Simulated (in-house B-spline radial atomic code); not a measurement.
Successive ionisation energies of tin; each step leads to the configuration of the next row (after the last: [He] 2s2 2p6). Dirac energy differences include first-order Breit, QED and recoil terms. NIST's values go from ground level to ground level; the uncertainty of those that are theory runs from under 0.1 % in few-electron ions to several per cent in heavy many-electron ones. Computed with a radial B-spline atomic code at the basis-set limit: Dirac-Hartree-Fock, average of the configuration, finite nuclei.

| ion | configuration | ionisation energy (eV) | tabulated value (eV) | tabulated kind | computed minus tabulated (eV) | highest orbital | largest mean radius (bohr) |
| --- | --- | --- | --- | --- | --- | --- | --- |
| Sn29+ | [Ar] 3d3 | 1669.2 | 1676 | tabulated theory | -6.8 | 3d5/2 | 0.31575 |
| Sn30+ | [Ar] 3d2 | 1752.3 | 1763 | tabulated theory | -10.7 | 3d5/2 | 0.31337 |
| Sn31+ | [Ar] 3d1 | 1837.0 | 1844 | tabulated theory | -7.0 | 3d5/2 | 0.31101 |
| Sn32+ | [Ne] 3s2 3p6 | 2092.9 | 2074 | semi-empirical | 18.9 | 3p3/2 | 0.30866 |
| Sn33+ | [Ne] 3s2 3p5 | 2169.2 | 2142.1 | semi-empirical | 27.1 | 3p3/2 | 0.30684 |
| Sn34+ | [Ne] 3s2 3p4 | 2246.5 | 2227 | semi-empirical | 19.5 | 3p3/2 | 0.30504 |
| Sn35+ | [Ne] 3s2 3p3 | 2324.6 | 2326 | semi-empirical | -1.4 | 3p3/2 | 0.30325 |
| Sn36+ | [Ne] 3s2 3p2 | 2403.7 | 2443 | semi-empirical | -39.3 | 3p3/2 | 0.30149 |
| Sn37+ | [Ne] 3s2 3p1 | 2483.6 | 2499 | semi-empirical | -15.4 | 3p3/2 | 0.29975 |
| Sn38+ | [Ne] 3s2 | 2679.6 | 2687 | semi-empirical | -7.4 | 3s1/2 | 0.29803 |
| Sn39+ | [Ne] 3s1 | 2761.6 | 2762.49 | semi-empirical | -0.9 | 3s1/2 | 0.2961 |

Where a p, d or f electron is removed, the computed value is a mean over both j, so it misses the tabulated one by a part of the spin-orbit splitting; averaging over terms and missing correlation add to the gap, relatively most at low charge.
